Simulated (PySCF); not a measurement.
**Computed properties of GeS, SMILES [S]=[Ge]**

GeS, SMILES [S]=[Ge] (connectivity only; charge and spin as stated), neutral, multiplicity 1. Geometry: B3LYP-D3(BJ)/def2-TZVP. Other conformers were not sampled. All values are computed for the isolated molecule unless a solvent is named; none is compared with measurement here.

**Structure.** The optimised structure has C∞v symmetry. All 1 harmonic modes at B3LYP-D3(BJ)/def2-TZVP (PySCF) are real, so it is a minimum.

**Vibrations.** The strongest infrared lines (harmonic, unscaled, degenerate partners summed) lie at 575 cm⁻¹ (39 km/mol, S 69 %, Ge 31 %). The softest mode is at 575 cm⁻¹ and the zero-point energy is 0.8 kcal/mol.

**Electronic structure.** B3LYP/def2-TZVPD (PySCF) places the frontier levels at -7.70 and -2.64 eV, a gap of 5.06 eV, and gives a dipole moment of 2.25 D and a mean polarisability of 53.1 bohr³.

**Excitations.** TDA-M06-2X/def2-TZVPD (PySCF) has S1 at 3.68 eV (337 nm, f = 0.000, dark); the most intense of the 10 singlets computed lies at 7.15 eV (f = 0.19). Strengths of degenerate partners are summed. T1 (TDA) is at 2.95 eV, 0.73 eV under S1. No vertical singlet excitation falls in the visible range (under 3.1 eV).
